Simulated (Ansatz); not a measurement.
`[SiH3][GeH]([SiH3])[Cl]`. The species carries charge 0 and has multiplicity 1.

```xyz
11

Si   -0.001    0.484    1.999
Ge   -0.013    0.795   -0.364
Si   -0.193   -1.195   -1.663
Cl    1.937    1.640   -0.853
H     0.236    1.784    2.675
H    -1.313   -0.071    2.427
H     1.077   -0.474    2.348
H    -1.039    1.860   -0.799
H     0.888   -2.128   -1.256
H    -0.064   -0.867   -3.105
H    -1.514   -1.829   -1.409
```

Q: List the harmonic frequencies (cm⁻¹, unscaled) at PBE0-D4/def2-TZVP in Ansatz. (An estimate is asked.)

A: Computed: 77, 85, 92, 102, 103, 326, 372, 407, 432, 494, 512, 541, 670, 691, 851, 877, 931, 934, 935, 937, 2125, 2218, 2221, 2237, 2239, 2245, 2247.

Q: Is this a minimum?

A: Yes, all 27 modes are real.

Q: Give the ideal-gas thermochemistry at 298.15 K and 1 bar (rigid rotor, harmonic oscillator; point group Cs, symmetry number 1).

A: Zero-point energy 154.9 kJ/mol; H(298) − E = 181.3 kJ/mol; entropy 401.2 J/(mol·K), of which translation 173.0, rotation 120.9, vibration 107.3; G(298) − E = 61.7 kJ/mol. Modes under 100 cm⁻¹ are hindered rotations or soft bends, so the harmonic entropy is rough.

Q: And at 400, 500, 600, 800 and 1000 K?

A: 
| T (K) | H − E (kJ/mol) | S (J/mol/K) | G − E (kJ/mol) |
| --- | --- | --- | --- |
| 400 | 196.1 | 443.7 | 18.6 |
| 500 | 212.4 | 480.1 | -27.7 |
| 600 | 230.1 | 512.4 | -77.3 |
| 800 | 268.8 | 567.9 | -185.5 |
| 1000 | 310.7 | 614.6 | -303.9 |
